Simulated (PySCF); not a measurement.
# Radial density of Se⁺ (selenium, charge +1)

UHF, [Ar] 3d10 4s2 4p3, high-spin 4S determinant. All numbers are calculated (PySCF 2.14, scalar relativity by spin-free X2C-1e, in jorge-DZP-DKH).

```
r (bohr)  4πr²ρ (e/bohr)  4πr²(ρα − ρβ)
0.000743          0.3335         0.0000
 0.00125          0.8077         0.0000
 0.00210           1.936         0.0000
 0.00354           4.513         0.0000
 0.00595           9.925         0.0000
  0.0100           19.76         0.0003
  0.0168           33.17         0.0023
  0.0283           42.03         0.0122
  0.0476           37.22         0.0475
  0.0801           36.44         0.1124
   0.135           49.60         0.0853
   0.227           32.72        -0.0283
   0.381           29.94         0.2437
   0.641           25.54         0.0365
    1.08           6.223         0.6517
    1.81           3.094         1.6887
    3.05          0.7543         0.5658
    5.13         0.02603         0.0245
```

Densities and radii are taken from the X2C orbitals without a picture-change correction, which distorts them close to the nucleus.

**Question.** Where is the radial spin density 4πr²(ρα − ρβ) most negative, and why is it negative at all?

**Answer.** Around r = 0.227 bohr, down to -0.0283 e/bohr: exchange with the open shell polarises the paired shells in an unrestricted calculation.
